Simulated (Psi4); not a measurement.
Input for Psi4:
```
memory 2 GB

molecule mol {
0 1
C     0.000000    0.000000   -0.000000
F     0.761567    0.766691    0.747684
F    -0.749402   -0.756914    0.769615
F    -0.767915    0.750644   -0.757410
F     0.755750   -0.760420   -0.759889
}

set {
  basis def2-tzvpd
  reference rks
}

energy('pbe')
print_variables()
```

Problem. What does this run give for the number of basis functions, dipole moment, total energy, nuclear repulsion energy?

Solution. 
| Quantity | Value |
|---|---|
| number of basis functions | 197 |
| dipole moment | 0.00 D |
| total energy | -437.277057 Ha |
| nuclear repulsion energy | 206.8295 Eh |
